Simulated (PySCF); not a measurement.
H$_{2}$AlF$_{3}$O$_{2}$Si, singlet, at a GFN2-xTB geometry (such geometries of metal compounds can be far from the true shape). Base run: M062X/6-31G run with PySCF.

Input for PySCF:
```python
from pyscf import gto, scf, dft, solvent

mol = gto.M(
    atom='''
Si    0.909012    0.059754   -0.007058
F     1.514935    1.532986    0.121395
F     1.683800   -0.459050   -1.304809
F     1.710313   -0.680833    1.160453
Al   -1.463464   -0.113089    0.007206
O    -1.952013   -1.676739   -0.051086
O    -2.180382    1.359104    0.073796
H    -2.239880   -2.578152   -0.082683
H    -2.583519    2.214907    0.112788
''',
    basis='6-31g',
    charge=0,
    spin=0,
    verbose=4,
)

mf = dft.RKS(mol)
mf.xc = 'm062x'
mf.kernel()
mf.analyze()
```

Each row names what was changed in the base input (with any setting that the change needs).

```csv
change,ΔE vs base (kJ/mol),dipole (D),HOMO-LUMO gap (eV)
base,0.00,6.40,9.64
model = COSMO; solvent = acetonitrile,-63.5,7.19,9.99
model = IEF-PCM; solvent = water,-65.2,7.21,9.99
model = ddCOSMO; solvent = acetonitrile,-49.1,7.06,9.93
model = IEF-PCM; solvent = n-hexane,-24.33,6.73,9.78
model = IEF-PCM; solvent = acetonitrile; lebedev_order = 41,-63.9,7.19,9.99
model = IEF-PCM; solvent = acetonitrile; vdw_scale = 1.1,-90.2,7.30,10.08
model = IEF-PCM; solvent = acetonitrile,-63.6,7.19,9.98
model = IEF-PCM; solvent = toluene,-31.4,6.82,9.81
model = IEF-PCM; solvent = acetonitrile; vdw_scale = 1.0,-134.9,7.45,10.18
model = IEF-PCM; solvent = acetonitrile; vdw_scale = 1.4,-36.7,7.02,9.86
model = IEF-PCM; solvent = acetonitrile; lebedev_order = 11,-62.5,7.18,9.97
```

The base is the gas phase, so ΔE is the electrostatic part of solvation at a fixed geometry, without cavity and dispersion terms.
